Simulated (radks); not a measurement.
Q: The mean radii <r> (bohr) of the occupied orbitals of an atom or ion are listed with their occupations. All-electron calculation, scalar-relativistic Kohn-Sham, PBE, spin-unpolarised, spherical densities, point nucleus. Program: a radial shooting solver on a logarithmic mesh with Libxc functionals.

orbital  occ.      <r>
1s          2  0.02610
2s          2   0.1118
2p          6  0.09789
3s          2   0.2918
3p          6   0.2879
3d          9   0.2615

Name the element and its charge.

A: Z = 55, caesium, charge +28: Cs28+ in [Ar] 3d9. The 1s radius gives Z: for a bare nucleus <r> = (2 gamma + 1)/(2Z) with gamma = sqrt(1 - (Z/c)^2), 0.02574 bohr for Z = 55, and screening makes it slightly larger (0.02610 here). The occupations add up to 27, and the charge is Z minus that.
